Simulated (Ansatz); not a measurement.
A nudged elastic band was laid between two geometries of BClH$_{2}$O$_{2}$ (6 atoms, charge 0, multiplicity 1).

Theory: RHF/def2-SVP in Ansatz.

| Item | Value |
| --- | --- |
| movable images | 5 |
| climbing image | yes |
| spring | 5.0 eV/Å² |
| optimiser | quadratic models (default) |
| start path | through a guess of the saddle point |
| force threshold | 0.05 eV/Å |
| iteration limit | 60 |
| end points | relaxed |

Image 0:

```xyz
6
Properties=species:S:1:pos:R:3
O 0.163 1.003 -0.467
B -0.128 -0.223 0.002
O 0.609 -0.791 0.960
Cl -1.519 -1.132 -0.650
H -0.410 1.327 -1.144
H 1.327 -0.249 1.254
```

Image 6:

```xyz
6
Properties=species:S:1:pos:R:3
O -0.410 0.941 -0.918
B -0.195 -0.110 -0.121
O 0.826 -0.123 0.754
Cl -1.298 -1.507 -0.243
H 0.215 1.640 -0.796
H 0.904 -0.905 1.278
```

Problem. Which bonds break or form, and what moves?

Solution. No bond is made or broken. The dihedral H5–O1–B2–Cl4 goes from 0 to -180°. The two ends are copies of one structure, up to a mirror image or an exchange of like atoms.

Problem. What energy profile does the band end with?

Solution. The run converged. The highest image is number 5 of 0 to 6, 8.7 kcal/mol above the ends, which have the same energy within 2 meV. The profile has 2 maxima (images 2, 5) with wells between them (image 3): this band takes more than one step, which may be the mechanism or a detour left from its start path. A vibrational analysis at the climbing image gives one clearly imaginary mode, 562i cm⁻¹: a first-order saddle point.

| image | path coordinate (Å) | energy (kcal/mol) | dihedral H5–O1–B2–Cl4 (°) |
| --- | --- | --- | --- |
| 0 | 0.00 | 0.0 | 0 |
| 1 | 0.47 | 4.8 | -1 |
| 2 | 0.93 | 8.6 | -1 |
| 3 | 1.40 | 3.6 | -1 |
| 4 | 1.86 | 4.4 | 42 |
| 5 | 2.33 | 8.7 | 91 |
| 6 | 3.17 | 0.0 | -180 |

Problem. What is the geometry of the highest image?

Solution. 
```xyz
6
Properties=species:S:1:pos:R:3:forces:R:3
O 0.060 0.857 -1.066 0.00 0.00 0.00
B -0.020 -0.111 -0.133 0.00 0.00 0.00
O 0.926 -0.263 0.799 0.00 0.00 0.00
Cl -1.407 -1.256 -0.145 0.00 0.00 0.00
H -0.321 1.701 -0.886 0.00 0.00 0.00
H 0.804 -0.992 1.386 0.00 0.00 0.00
```

Run time: 83 s on 1 thread of AMD EPYC 7R43 64-Core Processor (Zen 3), with other jobs on the host, peak memory 0.13 GiB.
